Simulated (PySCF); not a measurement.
PySCF was given this input:
```python
from pyscf import gto, scf, dft

mol = gto.M(
    atom='''
Te    0.000000    0.000000    0.000000
''',
    basis='def2-tzvp',
    ecp={'Te': 'def2-tzvp'},
    charge=0,
    spin=2,
    verbose=4,
)

mf = dft.UKS(mol)
mf.xc = 'pbe'
mf.kernel()
```

Problem. What HOMO energy does PySCF with PBE/def2-TZVP give?

Solution. -5.23 eV

Problem. Give the number of basis functions at the level PBE/def2-TZVP.

Solution. 50

These values belong to the state on which the SCF converged, which isn't shown to be the lowest.
